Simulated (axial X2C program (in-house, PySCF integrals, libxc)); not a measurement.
The numbers below are computed, except where a source is named.
**PbBr⁺: input and output**

Program: an axial X2C code built on PySCF integrals.

Input:
```json
{"zs": [82, 35], "q": 1, "bas": ["dyall-cv3z", "dyall-cv3z"], "levels": ["PBE0", "HF", "PBE"], "cc": true, "r0": 2.58, "thr": -1.0, "nmax": 90, "npts": 10, "nst": 2, "ntry": 6}
```
```bash
python so2c.py task.json out
```

Keys: zs atomic numbers; q charge; bas basis sets; levels methods; cc coupled cluster on or off; r0 starting distance in Å; thr threshold in hartree for freezing inner shells (an s shell follows its p shell); nmax most natural virtual spinors; npts points on the curve; nst determinants followed; ntry starts of the search. HF also brings MP2.

Output of the PBE step, two-component, at R = 2.484 Å for the state Ω = 0. It starts from PBE0 orbitals of this distance.

```
two-component X2C + atomic mean field  PBE
basis functions 264  fitting functions 1435  grid points 5801
iter        total energy     max residual
   1     -23497.277251955     2.54e-01
   2     -23497.281319360     8.99e-03
   3     -23497.267123433     2.37e-02
   4     -23497.282398630     6.27e-03
   5     -23497.283620689     7.27e-04
   6     -23497.283635205     3.57e-04
   7     -23497.283640270     1.26e-05
   8     -23497.283640272     8.75e-06
converged
one-electron -33369.14978712  Coulomb 9769.30101939  exact exchange 0.00000000  xc functional -487.65690061  nuclear repulsion 611.40845223  atomic mean-field constant -21.18642416
```
Energies are in hartree; totals compare only within one Hamiltonian and basis.
